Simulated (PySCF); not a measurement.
## Dipole moment and polarisability of acetamide-aluminium trichloride adduct [AlCl3L]

Acetamide-aluminium trichloride adduct [AlCl3L], C2H5AlCl3NO.
Atom-mapped SMILES: `[CH3:1]/[C:2]([NH2:3])=[O+:4]/[Al-:5]([Cl:6])([Cl:7])[Cl:8]` (hydrogens: H9, H10, H11 on C1; H12, H13 on N3)

Structure used (PBE0-D3(BJ)/def2-SVP), in Å, numbered top down from 1:
```
atom  x, y, z in Å
C1     1.9872    0.2768   -0.3339
C2     0.6042   -0.0603    0.1069
N3     0.4056   -1.0575    0.9464
O4    -0.3420    0.6258   -0.3505
Al5   -2.1968    0.5253   -0.4125
Cl6   -2.5519   -0.5820   -2.1780
Cl7   -2.6610   -0.6090    1.3721
Cl8   -2.8793    2.5174   -0.3563
H9     2.0402    0.1499   -1.4251
H10    2.1674    1.3405   -0.1236
H11    2.7570   -0.3367    0.1495
H12    1.1800   -1.5922    1.3146
H13   -0.5536   -1.2398    1.2723
```

Level: wB97X-D/def2-SVPD (PySCF), static field, nuclei fixed, core orbitals frozen in the response. The polarisability tensor in these axes (au):

```
x   103.45  -4.88   1.34
y    -4.88  97.03  -5.90
z     1.34  -5.90  94.73
```

Task: Give the principal values, the mean and the anisotropy Δα = √{½[(α1 − α2)² + (α2 − α3)² + (α1 − α3)²]}.

Result: Principal values 89.51, 98.19 and 107.50 au; mean 98.40 au = 14.58 Å³ = 16.22 × 10⁻⁴⁰ C²·m²/J; Δα = 15.58 au (16 % of the mean).

Task: What is the dipole moment, and where does it point?

Result: (8.84, -2.70, 2.45) D, 9.56 D in size, pointing from the negative to the positive side. Measured along this direction, the outermost atoms are Cl8 at the negative end and H11 at the positive end.

Task: Traceless (Buckingham) quadrupole moment about the centre of nuclear charge: eigenvalues?

Result: -16.39, -6.22, 22.61 D·Å. The values depend on the origin, since the dipole doesn't vanish. The electronic extent ⟨r²⟩ about the same centre is 2042 bohr², a root-mean-square distance of 2.44 Å for the 96 electrons.

Task: In a dilute gas of rigid molecules at 400 K, how does the orientational term μ²/3kT compare with the electronic polarisability?

Result: In Gaussian units μ²/3kT = 551.53 Å³ against 14.58 Å³, a ratio of 37.82; the Debye molar polarisation (4π/3)N_A(α + μ²/3kT) is 1428.0 cm³/mol, leaving out the vibrational part.

Task: What molar refraction does this α imply?

Result: Lorentz–Lorenz: R = (4π/3)N_A α = 2.5225 cm³/(mol·Å³) × 14.58 Å³ = 36.8 cm³/mol, in the limit of long wavelengths.

Geometry: PBE0-D3(BJ)/def2-SVP; no solvent, vibrations or thermal averaging.
